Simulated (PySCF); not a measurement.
Computed IR spectrum (relative IR intensity) of a molecule C₃H₇NSi₂. Geometry: PBE-D3(BJ)/def2-SVP. One conformer was computed; it need not be the lowest. Level of theory: PBE-D3(BJ)/def2-SVP (PySCF). Frequencies are harmonic and unscaled.

Lines under 2 % of the strongest are left out, and lines within 2 cm⁻¹ are merged.

ν (cm⁻¹): 258 (w), 321 (w), 333 (vw), 535 (m), 590 (m), 615 (m), 618 (vw), 658 (s), 660 (w), 739 (w), 781 (w), 850 (w), 884 (s), 891 (vw), 902 (s), 911 (m), 1132 (w), 1278 (m), 1341 (w), 1568 (m), 2151 (vs), 2160 (s), 2171 (vs), 3016 (m), 3068 (w) (against the strongest line: vs over 80 %, s over 45 %, m over 15 %, w over 4 %, vw less)

Task: Which molecule gave these data?
A) C1=C[SiH2][SiH2]C=N1
B) [SiH3]C1=C[SiH2]N=C1
C) [SiH3]C1=CC=N[SiH2]1
D) C=C1N=C[SiH2][SiH2]1

Result: D, C=C1N=C[SiH2][SiH2]1
